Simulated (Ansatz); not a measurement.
Reactions of BH$_{5}$SSi$_{2}$ (`SB1[SiH2][SiH2]1`).

Computed with Ansatz on PBE0-D4/def2-TZVP structures; ΔE is electronic, products minus reactants. CCSD(T)/CBS adds triple-zeta CCSD(T) − MP2 to the extrapolated MP2 energy (def2 sets, frozen cores). This one scheme is used for every species, atoms too. Functionals use def2-TZVPP. B3LYP here is the variant with VWN-RPA as its local correlation; programs differ in this. Open shells (•) are unrestricted, without spin–orbit coupling. Spin–orbit coupling would lower the free atoms: a little for B, S, Si. Each species was taken in one conformer, which may not be the lowest.

```csv
reaction,B3LYP-D4 (kJ/mol),CCSD(T)/CBS(def2) (kJ/mol)
`SB1[SiH2][SiH2]1` + CH₃OH → `OCB1[SiH2][SiH2]1` + H₂S,84,82
`SB1[SiH2][SiH2]1` + CH₄ → `CB1[SiH2][SiH2]1` + H₂S,92,88
`SB1[SiH2][SiH2]1` + H–F → `FB1[SiH2][SiH2]1` + H₂S,-17,-6
`SB1[SiH2][SiH2]1` → B• + 5 H• + S• + 2 Si•,2671,2667
```

Largest T1 diagnostic: 0.018, for `SB1[SiH2][SiH2]1`.
